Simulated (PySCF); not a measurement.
Charge on either side of a bond

C₆H₆ClFO.
Atom-mapped SMILES: `[CH3:1]/[CH:2]=[C:3]([CH:4]=[O:5])/[C:6]([Cl:7])=[CH:8]/[F:9]` (hydrogens: H10, H11, H12 on C1; H13 on C2; H14 on C4; H15 on C8)

Geometry (GFN2-xTB, Å), atoms numbered from 1 in this order:
```xyz
15
C6H6ClFO angstrom
C     -2.319   -0.623    0.098
C     -0.946   -0.400    0.607
C      0.163    0.005   -0.049
C      0.136    0.294   -1.491
O      1.042    0.711   -2.168
C      1.431    0.160    0.672
Cl     1.542   -0.548    2.260
C      2.502    0.797    0.198
F      3.630    0.899    0.908
H     -2.996    0.071    0.598
H     -2.425   -0.502   -0.974
H     -2.639   -1.628    0.375
H     -0.849   -0.584    1.671
H     -0.840    0.085   -1.960
H      2.565    1.272   -0.768
```

Atomic charges (e) from the PBE0/pcSseg-1 density (PySCF):

```
atom  Mulliken      IAO  Hirshfeld  ESP-fitted
  C1   -0.1833  -0.4270    -0.1064     -0.4878
  C2   -0.1320  -0.0787    -0.0027     +0.0852
  C3   -0.2519  -0.0828    -0.0324     -0.2137
  C4   +0.3771  +0.2504    +0.1222     +0.5253
  O5   -0.3773  -0.3990    -0.2040     -0.4783
  C6   -0.2673  -0.0759    -0.0211     -0.1560
 Cl7   -0.0808  -0.0251    -0.0171     -0.0392
  C8   +0.4098  +0.1438    +0.0354     +0.1727
  F9   -0.2613  -0.2511    -0.0769     -0.1701
 H10   +0.1469  +0.1698    +0.0607     +0.1625
 H11   +0.1281  +0.1473    +0.0489     +0.1531
 H12   +0.1448  +0.1682    +0.0602     +0.1660
 H13   +0.1370  +0.1646    +0.0367     +0.1163
 H14   +0.0788  +0.1034    +0.0435     +0.0015
 H15   +0.1313  +0.1922    +0.0531     +0.1625
```

Task: Cut each of the bonds C1–C2, C2–C3, C4–C3, C6–C3 and C8–C6 in turn and sum the charges on the side of the atom named first.

Result: In e; the other side holds the opposite charge:

```tsv
bond cut	piece	atoms	Mulliken	IAO	Hirshfeld	ESP-fitted
C1–C2	CH3	4	+0.237	+0.058	+0.063	-0.006
C2–C3	C2H4	6	+0.241	+0.144	+0.097	+0.195
C4–C3	CHO	3	+0.079	-0.045	-0.038	+0.048
C6–C3	C2HClF	5	-0.068	-0.016	-0.027	-0.030
C8–C6	CHF	3	+0.280	+0.085	+0.012	+0.165
```

Extremes among these pieces. Mulliken: lowest C2HClF at C6, highest CHF at C8; IAO: lowest CHO at C4, highest C2H4 at C2; Hirshfeld: lowest CHO at C4, highest C2H4 at C2; ESP-fitted: lowest C2HClF at C6, highest C2H4 at C2.

Task: Do the schemes agree better on the pieces than on the single atoms at the cuts?

Result: The spread between schemes averages 0.166 e for the pieces and 0.324 e for the atoms named first; it is smaller for the piece at 5 of the 5 cuts. On average they agree better on the pieces. The sign differs between schemes (beyond ±0.03 e) for CHO at C4.

Isolated species at its GFN2-xTB geometry (one conformer only).

The run behind these numbers computed NMR shieldings as well. On an Arm Neoverse N1 with one thread, shared host with 64 logical CPUs at a one-minute load of 58, this took 52 s and 0.84 GiB of memory at its peak.
